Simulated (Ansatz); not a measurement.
One change: `CS[SiH2][SiH2]S` becomes `CO[SiH2]SC`.

Ansatz, PBE0-D4/def2-TZVP geometries, multiplicity 1. Each molecule was computed in one conformer, which needn't be the lowest.

```csv
property,`CS[SiH2][SiH2]S`
HOMO energy (ωB97M-V/def2-TZVPP) / eV,-9.21
HOMO energy (PBE0/def2-TZVPP) / eV,-7.13
LUMO energy (PBE0/def2-TZVPP) / eV,-0.72
LUMO energy (PBE/def2-TZVPP) / eV,-1.54
LUMO energy (ωB97M-V/def2-TZVPP) / eV,1.03
LUMO energy (B3LYP/def2-TZVPP) / eV,-0.87
```

(1) Give the same properties after the change, and the shifts. (Best estimate.)

Results:

(1) The calculation gave: 
```csv
property,`CO[SiH2]SC`,shift
HOMO energy (ωB97M-V/def2-TZVPP) / eV,-9.26,-0.05
HOMO energy (PBE0/def2-TZVPP) / eV,-7.06,0.07
LUMO energy (PBE0/def2-TZVPP) / eV,0.41,1.13
LUMO energy (PBE/def2-TZVPP) / eV,-0.52,1.02
LUMO energy (ωB97M-V/def2-TZVPP) / eV,2.16,1.13
LUMO energy (B3LYP/def2-TZVPP) / eV,0.17,1.04
```

With PBE0 the HOMO rises by 0.07 eV and the LUMO rises by 1.13 eV, so the gap widens by about 1.06 eV. PBE moves the HOMO by 0.14 eV and ωB97M-V by -0.05 eV.

B3LYP here is the variant with VWN-RPA as its local correlation; programs differ in this.
